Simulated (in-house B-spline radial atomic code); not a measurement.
Ionising Pd V (Pd4+) with different functionals

Computed with a radial B-spline atomic code at the basis-set limit: four-component Dirac-Coulomb Hamiltonian, Fermi nucleus of rms radius 4.5318 fm, spin-restricted, spherical fractional occupations for the functionals, and exact exchange of hybrids averaged over the configuration. The ionisation energy is the difference of two self-consistent energies, [Kr] 4d6 → [Kr] 4d5, without Breit or QED terms; ε is the level of the shell that loses the electron (mean over j). The electron is taken from both j subshells in proportion to 2j + 1, so the result is a j average, not the step between ground levels.

```json
{"method": "PBE0", "rung": "global hybrid", "ΔSCF (eV)": "?", "-ε(4d) (eV)": "?"}
{"method": "B3LYP", "rung": "global hybrid", "ΔSCF (eV)": "65.52", "-ε(4d) (eV)": "59.14"}
{"method": "B97-1", "rung": "global hybrid", "ΔSCF (eV)": "65.42", "-ε(4d) (eV)": "59.12"}
{"method": "CAM-B3LYP", "rung": "range-separated hybrid", "ΔSCF (eV)": "?", "-ε(4d) (eV)": "?"}
```

Q: What does CAM-B3LYP give?

A: ΔSCF 65.48 eV, and -ε(4d) = 61.06 eV.

Q: What does PBE0 give?

A: ΔSCF 65.48 eV, and -ε(4d) = 59.57 eV.

Q: Among the functionals, which spreads more, the ΔSCF values or the orbital energies?

A: The orbital energies: ΔSCF values span about 0.10 eV and the orbital energies 1.94 eV; here energy differences depend much less on the functional than eigenvalues do.

Q: How do they compare with the NIST value?

A: NIST lists 61 eV ± 1.9 (tabulated theory, ground level to ground level). Errors run from +4.42 to +4.52 eV. The correlated functionals all miss on the same side by more than they spread, so the cause is common to them (Breit-QED terms, spin polarisation, the choice among j levels, multiplet and fine-structure energies, or a listed next ion that isn't the cheapest removal here) and closeness doesn't rank the functionals.
